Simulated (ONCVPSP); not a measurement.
## Plane-wave convergence, ONCV potential for Tb

terbium, optimised norm-conserving Vanderbilt (ONCV), made with ONCVPSP 4.0.1 (PBEsol, scalar-relativistic). Core [Kr] 4d10 4f8, reference 5s2 5p6 5d1 6s2. Waves: 5s+6s: rc 2.45 bohr, ncon 4, nbas 8, qcut 5.7 1/bohr, 2 projectors; 5p: rc 1.95 bohr, ncon 3, nbas 6, qcut 5.4 1/bohr, 3 projectors, debl 2.2 Ha; 5d: rc 3.40 bohr, ncon 4, nbas 9, qcut 4.4 1/bohr, 3 projectors, debl 3.9 Ha. Local part: polynomial inside 1.50 bohr (lpopt 3, dvloc0 2 Ha). Core correction: Teter function, fcfact 3, rcfact 1.

Question: For each optimised wave give the share of its norm inside rc, the residual kinetic energy above qcut (Ha) and the cutoffs (Ha) for errors of 10, 1, 0.1 and 0.01 mHa per electron.

Answer:

```csv
wave,norm inside rc,residual KE,10 mHa,1 mHa,0.1 mHa,0.01 mHa
5s,0.985,6.2e-08,3.4,8.8,11.3,13.1
6s,0.116,2.8e-07,2.7,8.5,11.5,13.5
5p,0.806,3.6e-05,5.4,7.2,12.8,31.0
p projector 2,0.084,1.3e-04,5.4,8.0,15.2,37.1
p projector 3,0.110,7.3e-04,7.5,13.9,25.2,42.2
5d,0.730,7.2e-07,4.9,6.5,7.7,8.7
d projector 2,0.172,6.0e-04,7.5,9.3,23.4,34.5
d projector 3,0.139,1.0e-01,38.2,44.6,65.0,not reached
```

The occupied waves need 8.8 Ha and 13 Ha for 1 and 0.1 mHa. The cutoffs count occupied waves only; projector 3 of the d channel, the hardest unoccupied one, needs 45 Ha at the loose tolerance. 1 of 4 tests not solved or not reliable.
